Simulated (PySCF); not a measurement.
Species: sum formula H₂SiO₃Cl, net charge -1, singlet state. It need not be the lowest isomer of its formula. Whether it binds its extra electron was not tested at this geometry. SMILES: [O-][Si](O)(O)Cl
Geometry from a B3LYP-D3(BJ)/def2-TZVP (Ansatz) optimisation:
```xyz
7

O      0.3361     1.1313     1.4677
Si     0.1433    -0.0274     0.4730
O      1.5266    -0.8805     0.0461
O     -0.9761    -1.2183     0.8162
Cl    -0.5927     0.5928    -1.5003
H      2.2888    -0.3229     0.2266
H     -1.3118    -1.6299     0.0159
```
Charge -1, spin multiplicity 1.

Dispersion corrections to the total energy (kcal/mol) from the dftd3 and dftd4 libraries through PySCF: D3(BJ) without and D4 with the three-body term, each with the damping fitted for the functional named.

```json
[
 {"functional": "HSE06", "D3(BJ)": "___", "D4": "-3.66"},
 {"functional": "r2SCAN", "D3(BJ)": "-0.97", "D4": "-1.08"},
 {"functional": "HF", "D3(BJ)": "-28.93", "D4": "-16.30"},
 {"functional": "PBE", "D3(BJ)": "-3.59", "D4": "-4.67"},
 {"functional": "B3LYP", "D3(BJ)": "-6.62", "D4": "-7.62"},
 {"functional": "revPBE", "D3(BJ)": "-8.85", "D4": "___"},
 {"functional": "LC-wPBE", "D3(BJ)": "___", "D4": "-5.24"}
]
```

### Question
What belongs in the gaps?

### Answer

- HSE06, D3(BJ): -2.51
- revPBE, D4: -13.84
- LC-wPBE, D3(BJ): -3.58
